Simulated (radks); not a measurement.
Values are calculated unless marked as measured or tabulated.
Question: Code: a radial shooting solver on a logarithmic mesh with Libxc functionals. Model: Dirac Kohn-Sham, PBE, spin-unpolarised, spherical densities, point nucleus; open shells fill j = l - 1/2 first. Each species is in its NIST ground configuration. Rank Sr3+, Nb3+, I3+, Cd3+, Ru3+, Te3+, Xe3+, Zr3+, Rh3+, Mo3+, Pd3+, Rb3+, Ag3+, In3+, Sn3+, Sb3+, Tc3+ by radius at which the density is 0.001 e/bohr^3 (bohr), largest first.

Answer: Xe3+ 3.63, I3+ 3.62, Te3+ 3.59, Sb3+ 3.45, Sn3+ 3.33, Nb3+ 3.29, Mo3+ 3.29, Tc3+ 3.26, Zr3+ 3.24, Ru3+ 3.22, Rb3+ 3.21, Rh3+ 3.18, Sr3+ 3.15, Pd3+ 3.13, Ag3+ 3.08, Cd3+ 3.03, In3+ 2.98.
